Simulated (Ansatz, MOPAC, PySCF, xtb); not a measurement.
Pair of molecules: CH5N (SMILES CN) (first 7 atoms) with CH2O2 (SMILES O=CO); geometry from B3LYP-D3(BJ)/def2-TZVP, rigid monomers moved along the line of their centres of mass till N2···H12 is 1.52 Å.
(charge 0, multiplicity 1):
```xyz
12

C     -0.2824     0.2170     0.0966
N      0.8015    -0.5139     0.7701
H      0.0400     1.2408    -0.0934
H     -1.1417     0.2460     0.7650
H     -0.5908    -0.2333    -0.8514
H      1.6234    -0.5802     0.1808
H      0.5002    -1.4576     0.9896
O     -0.9625    -0.8056     3.1589
C     -0.1623    -0.0675     3.6845
O      0.9107     0.4485     3.1126
H     -0.2489     0.2627     4.7306
H      0.9659     0.1131     2.1486
```

Interaction energies are E(AB) − E(A) − E(B) at the monomers' geometry in the complex; basis-set methods are counterpoise corrected. Rows marked so take none.

Correlated levels freeze the cores. Rows in 6-31G* carry no dispersion term and start afresh at each structure (6-31G* with six Cartesian d functions). MP2/6-31G* freezes PySCF's default core. The state that PM6 reach isn't checked.

Programs: Ansatz (a quantum-chemistry and plane-wave program) with Gaussian orbitals; MOPAC for PM6 (differences of heats of formation); PySCF for 6-31G* rows, the dispersion terms; xtb for the GFN methods. 

| level | interaction energy (meV) |
|---|---|
| PM6 | -259.2 |
| GFN2-xTB | -500.6 |
| HF/6-31G* | -363.1 |
| HF/aug-cc-pVDZ | -335.8 |
| r2SCAN-D3(BJ)/def2-TZVPPD | -665.2 |
| wB97M-V/def2-TZVPPD | -579.5 |
| MP2/6-31G* (no counterpoise) | -691.4 |
| CCSD/aug-cc-pVDZ | … |
| CCSD(T)/aug-cc-pVDZ | … |

**Question.** What belongs in the gaps?

**Answer.** 
- CCSD/aug-cc-pVDZ, interaction energy (meV): -442.8
- CCSD(T)/aug-cc-pVDZ, interaction energy (meV): -475.9
